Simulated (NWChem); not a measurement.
CHBr2F; SMILES C(Br)(Br)F

```xyz
5

F      1.8513    -0.1798     0.0000
C      0.6683     0.4286     0.0000
Br    -0.3067    -0.0353     1.6013
Br    -0.3067    -0.0353    -1.6013
H      0.7959     1.5182     0.0000
```
Atoms are numbered in this order, from 1.

Results from NWChem. Pople sets run with spherical d functions. The geometry was optimised at PBE0/def2-SVP.

Question: Order these by “highest occupied level (eV)”, lowest first: B3LYP/6-31G*; B3LYP/3-21G; B3LYP/STO-3G.

Answer: B3LYP/6-31G* (-8.00), B3LYP/3-21G (-7.61), B3LYP/STO-3G (-5.02)
